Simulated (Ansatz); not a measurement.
Species: BH3S2, charge 0, singlet. BH3S2 (SMILES SBS).
B3LYP-D3(BJ)/def2-TZVP minimum from Ansatz (an electronic-structure program):
```
B
H 1 1.1840
S 1 1.7964 2 120.77
H 3 1.3424 1 96.75 2 0.00
S 1 1.7964 2 120.77 4 180.00
H 5 1.3424 1 96.75 2 0.00
```
Charge 0, spin multiplicity 1.

Atomisation energy term by term, kcal/mol (programs: Ansatz). Open shells are spin-unrestricted; no spin-orbit coupling. Cores are frozen in correlated methods. Rows without X2C or -DK are non-relativistic. CBS(X,Y): correlation extrapolated as X^-3, Hartree-Fock from the larger set (Q,5: extrapolated as (X+1)exp(-9√X)). A bracket is a step between two methods taken in the basis named. 'core' is core correlation in cc-pwCVTZ (1s frozen past Ne), 'X2C' scalar relativity in cc-pVTZ-DK, both at CCSD(T). For partners of very few electrons the exact lower level stands in for a higher one.

```json
[
 {"term": "Hartree-Fock", "basis": "CBS(cc-pV(Q+d)Z,cc-pV(5+d)Z)", "kcal/mol": "342.05"},
 {"term": "CCSD correlation", "basis": "CBS(cc-pV(Q+d)Z,cc-pV(5+d)Z)", "kcal/mol": "110.58"},
 {"term": "(T)", "basis": "CBS(cc-pV(Q+d)Z,cc-pV(5+d)Z)", "kcal/mol": "9.04"},
 {"term": "CCSDT(Q) - CCSD(T)", "basis": "cc-pV(D+d)Z", "kcal/mol": "0.53"},
 {"term": "core correlation", "basis": "cc-pwCVTZ", "kcal/mol": "2.02"},
 {"term": "scalar relativity", "basis": "X2C, cc-pVTZ-DK", "kcal/mol": "-0.85"},
 {"term": "sum: De", "basis": "", "kcal/mol": "463.4"}
]
```
